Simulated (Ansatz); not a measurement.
Consider the substitution at a C–C bond: `C[C](=N)[GeH3]` + H–F → `N=[C](F)[GeH3]` + CH₄.

Calculated with Ansatz (gas phase, PBE0-D4/def2-TZVP geometries, no zero-point term in ΔE). CBS: MP2 limit from def2 TZ/QZ plus the TZ coupled-cluster correction, frozen cores. This one scheme is used for every species. Functionals use def2-TZVPP. For Ge outer-core shells are correlated without core-valence functions, which leaves a few kJ/mol of doubt a bond. Scalar relativity is left out up to krypton. Each species was taken in one conformer, which may not be the lowest.

CCSD(T)/CBS gives +0.14 eV.

Q: Another level gave +0.07 eV. Which?
A. PBE0-D4/def2-TZVPP
B. ωB97X-V/def2-TZVPP
C. CCSD(T)/def2-TZVPP
D. MP2/def2-TZVPP

A: C. CCSD(T)/def2-TZVPP 0.07, ωB97X-V -0.08, MP2/def2-TZVPP 0.15, PBE0-D4 0.00 eV.

Largest T1 diagnostic among the species: 0.013.

The D4 term adds +0.08 eV with B3LYP and +0.04 eV with PBE0; it sums over pairs of atoms, weighted by their polarisabilities, and B3LYP, whose exchange is more repulsive, gets the larger term. In def2-TZVPP, CCSD(T) changes the Hartree–Fock value by +0.19 eV (the triples alone add +0.01 eV) and MP2 by +0.26 eV. From PBE to PBE0 (25 % exact exchange), in def2-TZVPP and without D4, ΔE moves by +0.07 eV.

B3LYP here is the variant with VWN-RPA as its local correlation; programs differ in this.
